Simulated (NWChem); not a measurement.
System: ZnH$_{2}$Se; SMILES [ZnH][SeH]

Input file for NWChem:

```
start job
memory heap 200 mb stack 900 mb global 1100 mb
geometry units angstroms noautoz
  Zn     0.245021    -1.026206    -0.001237
  H      0.344469    -2.565277    -0.002710
  Se     0.109357     1.275426     0.000954
  H     -1.375418     1.170758    -0.001850
end
basis spherical
  Zn library 6-31g*
  H library 6-31g*
  Se library 6-31g*
end
dft
  xc xctpssh
  iterations 150
  mulliken
end
task dft energy
```

Output (shortened):

```
             Northwest Computational Chemistry Package (NWChem) 7.3.0
             --------------------------------------------------------

 CS  symmetry detected

                             Geometry "geometry" -> ""
                             -------------------------

 Output coordinates in angstroms (scale by  1.889725989 to convert to a.u.)

  No.       Tag          Charge          X              Y              Z
 ---- ---------------- ---------- -------------- -------------- --------------
    1 Zn                  30.0000     0.01277002    -1.19919598     0.00000000
    2 H                    1.0000     0.00907613    -2.74147286     0.00000000
    3 Se                  34.0000     0.03132219     1.10635715     0.00000000
    4 H                    1.0000    -1.45713122     1.10120922     0.00000000

 Effective nuclear repulsion energy (a.u.)     267.1066175598

      Symmetry information
      --------------------

 Group name             Cs
 Group number              2
 Group order               2
 No. of unique centers     4

                                 NWChem DFT Module
                                 -----------------

 Summary of "ao basis" -> "ao basis" (spherical)
 ------------------------------------------------------------------------------
       Tag                 Description            Shells   Functions and Types
 ---------------- ------------------------------  ------  ---------------------
 Zn                          6-31g*                 12       34   5s4p2d1f
 H                           6-31g*                  2        2   2s
 Se                          6-31g*                 12       32   5s4p3d

      Symmetry analysis of basis
      --------------------------

        a'         49
        a"         21

            General Information
            -------------------
          SCF calculation type: DFT
          Wavefunction type:  closed shell.
          No. of atoms     :     4
          No. of electrons :    66
           Alpha electrons :    33
            Beta electrons :    33
          Charge           :     0
          Spin multiplicity:     1
          Use of symmetry is: on ; symmetry adaption is: on
          Maximum number of iterations: 150
          AO basis - number of functions:    70
                     number of shells:    28
          Convergence on energy requested:  1.00D-06
          Convergence on density requested:  1.00D-05
          Convergence on gradient requested:  5.00D-04

              XC Information
              --------------
                  TPSS hybrid Method XC Functional
                     Hartree-Fock (Exact) Exchange  0.100
                  TPSS metaGGA Exchange Functional  0.900
             TPSS03 metaGGA Correlation Functional  1.000

             Grid Information
             ----------------
          Grid used for XC integration:  medium
          Radial quadrature: Mura-Knowles
          Angular quadrature: Lebedev.
          Tag              B.-S. Rad. Rad. Pts. Rad. Cut. Ang. Pts.
          ---              ---------- --------- --------- ---------
          Zn                  1.35      112          10.0       590
          H                   0.35       45          11.0       434
          Se                  1.15      112          10.0       590
          Grid pruning is: on
          Number of quadrature shells:   314
          Spatial weights used:  Erf1

      Superposition of Atomic Density Guess
      -------------------------------------

 Sum of atomic energies:       -4177.98289606

      Non-variational initial energy
      ------------------------------

 Total energy =   -4178.334066
 1-e energy   =   -6361.239504
 2-e energy   =    1915.798821
 HOMO         =      -0.298109
 LUMO         =       0.023989

      Symmetry analysis of molecular orbitals - initial
      -------------------------------------------------

  Numbering of irreducible representations:

     1 a'          2 a"

  Orbital symmetries:

     1 a'          2 a'          3 a'          4 a'          5 a'
     6 a"          7 a'          8 a'          9 a'         10 a"
    11 a'         12 a'         13 a'         14 a"         15 a'
    16 a'         17 a'         18 a"         19 a'         20 a'
    21 a"         22 a"         23 a'         24 a'         25 a'
    26 a'         27 a"         28 a'         29 a"         30 a'
    31 a'         32 a'         33 a"         34 a'         35 a'
    36 a"         37 a'         38 a'         39 a'         40 a'
    41 a"         42 a'         43 a'

     ---------------------------------------------
      Total Density - Mulliken Population Analysis
     ---------------------------------------------

    Atom       Charge   Shell Charges
 -----------   ------   -------------------------------------------------------
    1 Zn  30    29.38   2.00  2.00  6.00  2.00  6.00  0.67  0.34  0.35  0.07  6.81  3.14  0.00
    2 H    1     1.12   0.44  0.68
    3 Se  34    34.74   2.00  2.00  6.00  2.00  5.99  1.51  3.38  0.38  1.44  6.94  2.94  0.16
    4 H    1     0.76   0.37  0.39

   convergence    iter        energy       DeltaE   RMS-Dens  Diis-err
 ---------------- ----- ----------------- --------- --------- ---------
 d= 0,ls=0.0,diis     1  -4181.4088366211 -4.45D+03  1.39D-02  2.44D-01
 d= 0,ls=0.0,diis     2  -4181.4213201673 -1.25D-02  7.47D-03  2.31D-01
 d= 0,ls=0.0,diis     3  -4181.4491652729 -2.78D-02  1.99D-03  1.04D-02
 d= 0,ls=0.0,diis     4  -4181.4504527412 -1.29D-03  4.19D-04  2.57D-03
 d= 0,ls=0.0,diis     5  -4181.4506445093 -1.92D-04  1.19D-04  1.35D-04
  Resetting Diis
 d= 0,ls=0.0,diis     6  -4181.4506537180 -9.21D-06  2.84D-05  4.43D-06
 d= 0,ls=0.0,diis     7  -4181.4506543334 -6.15D-07  1.77D-05  4.51D-07
 d= 0,ls=0.0,diis     8  -4181.4506542839  4.95D-08  9.65D-06  1.12D-06

         Total DFT energy =    -4181.450654283885
      One electron energy =    -6359.492907406319
           Coulomb energy =     2069.898823068085
    Exchange-Corr. energy =     -158.963187505428
 Nuclear repulsion energy =      267.106617559777

 Numeric. integr. density =       65.999973768861

                  Occupations of the irreducible representations
                  ----------------------------------------------

                     irrep           alpha         beta
                     --------     --------     --------
                     a'               24.0         24.0
                     a"                9.0          9.0

                       DFT Final Molecular Orbital Analysis
                       ------------------------------------

 Vector   31  Occ=2.000000D+00  E=-3.247475D-01  Symmetry=a'
              MO Center= -1.6D-02, -1.4D+00,  1.1D-15, r^2= 2.9D+00
   Bfn.  Coefficient  Atom+Function         Bfn.  Coefficient  Atom+Function
  ----- ------------  ---------------      ----- ------------  ---------------
    10      0.488745  1 Zn s                 22     -0.229326  1 Zn d  2
    48      0.208050  3 Se py                36     -0.204727  2 H  s
    35     -0.200301  2 H  s                  6     -0.199259  1 Zn s
    46     -0.161451  3 Se s                 14     -0.147253  1 Zn s
    20     -0.140703  1 Zn d  0              27     -0.122350  1 Zn d  2

 Vector   32  Occ=2.000000D+00  E=-2.746009D-01  Symmetry=a'
              MO Center=  2.2D-02, -5.1D-02, -5.9D-16, r^2= 4.4D+00
   Bfn.  Coefficient  Atom+Function         Bfn.  Coefficient  Atom+Function
  ----- ------------  ---------------      ----- ------------  ---------------
    48      0.573589  3 Se py                12     -0.293417  1 Zn py
    44     -0.252497  3 Se py                36      0.218675  2 H  s
    35      0.196448  2 H  s                 52      0.190773  3 Se py
    50      0.147962  3 Se s                 46     -0.133068  3 Se s
     8      0.107896  1 Zn py                40      0.075868  3 Se py

 Vector   33  Occ=2.000000D+00  E=-2.297675D-01  Symmetry=a"
              MO Center=  1.3D-02,  9.5D-01, -2.3D-13, r^2= 2.1D+00
   Bfn.  Coefficient  Atom+Function         Bfn.  Coefficient  Atom+Function
  ----- ------------  ---------------      ----- ------------  ---------------
    49      0.710907  3 Se pz                53      0.362750  3 Se pz
    45     -0.306652  3 Se pz                13      0.109173  1 Zn pz
    19     -0.095540  1 Zn d -1              41      0.091980  3 Se pz
    24     -0.044716  1 Zn d -1              17      0.040723  1 Zn pz
     9     -0.035421  1 Zn pz

 Vector   34  Occ=0.000000D+00  E=-3.483769D-02  Symmetry=a'
              MO Center= -2.5D-02, -1.1D+00,  9.3D-14, r^2= 5.0D+00
   Bfn.  Coefficient  Atom+Function         Bfn.  Coefficient  Atom+Function
  ----- ------------  ---------------      ----- ------------  ---------------
    15      0.645727  1 Zn px                11      0.446856  1 Zn px
    70      0.319416  4 H  s                 50     -0.135590  3 Se s
     7     -0.117907  1 Zn px                69      0.109927  4 H  s
    46      0.081239  3 Se s                 10      0.077083  1 Zn s
    48     -0.059180  3 Se py                64     -0.057511  3 Se d -2

 Vector   35  Occ=0.000000D+00  E=-2.206174D-02  Symmetry=a"
              MO Center=  1.1D-02, -1.2D+00, -7.2D-15, r^2= 5.3D+00
   Bfn.  Coefficient  Atom+Function         Bfn.  Coefficient  Atom+Function
  ----- ------------  ---------------      ----- ------------  ---------------
    17      0.716109  1 Zn pz                13      0.435820  1 Zn pz
    53     -0.284570  3 Se pz                49     -0.229190  3 Se pz
     9     -0.113419  1 Zn pz                45      0.095729  3 Se pz
     5      0.051935  1 Zn pz                65     -0.048583  3 Se d -1
    41     -0.028556  3 Se pz

[...]
```

Level: TPSSh/6-31G* (spherical d). Structure relaxed at the PBE-D3(BJ)/def2-SVP level.
